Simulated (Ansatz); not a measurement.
Born–Oppenheimer molecular dynamics of C2H9NSSi (14 atoms, charge 0, multiplicity 1). It starts from a relaxed structure.

These are results of Ansatz, RKS PBE0-D4/STO-3G, not measurements.

| Quantity | Value |
| --- | --- |
| ensemble | NVT, Langevin thermostat |
| time step | 2 fs |
| steps asked | 40 |
| set temperature | 500 K |
| friction | 0.05 /fs |
| seed | 73879 |

First frame:

```xyz
14
Properties=species:S:1:pos:R:3
C -1.680 1.665 0.000
S 0.106 1.711 0.306
Si 0.547 -0.253 -0.419
C -0.003 -1.567 0.794
N 2.269 -0.496 -0.720
H -2.199 0.917 0.619
H -1.925 1.458 -1.052
H -2.100 2.647 0.252
H -0.141 -0.438 -1.680
H 0.192 -2.565 0.390
H 0.528 -1.481 1.747
H -1.074 -1.492 1.002
H 2.824 -0.370 0.157
H 2.643 0.236 -1.367
```

Question: What does the run give?

Answer: All steps were run.

- steps done: 40
- time covered: 80 fs
- mean temperature over the second half: 527 K
- spread of the potential energy over the second half: 9.9 meV per atom
- mean potential energy of the second half above the start: 57.9 meV per atom

A step of 2 fs is long for free X–H stretches (periods near 10 fs) and can bias their spread and the temperature. A run of 0.08 ps of so small a system gives no equilibrium averages. Limits of this set-up: minimal basis.

Question: What happens to the structure?

Answer: The same pairs are bonded in the first frame and the last. Pairs count as bonded within 1.25 times the sum of covalent radii (0.12 Å more for H–H). The details hang on the random start.

Question: How do temperature and energy run in time?

Answer: 
```tsv
time (fs)	T (K)	potential energy less start (eV)
0.0	464	0.000
4.0	281	0.379
8.0	217	0.558
12.0	329	0.584
16.0	373	0.471
20.0	420	0.546
24.0	423	0.584
28.0	340	0.497
32.0	415	0.481
36.0	367	0.650
40.0	376	0.710
44.0	451	0.869
48.0	465	0.787
52.0	648	0.578
56.0	631	0.635
60.0	469	0.929
64.0	493	1.003
68.0	604	0.858
72.0	599	0.828
76.0	601	0.677
80.0	508	0.863
```

Run time: 90 s on 1 thread of Intel(R) Xeon(R) Platinum 8488C (Sapphire Rapids) (shared host), peak memory 0.13 GiB.
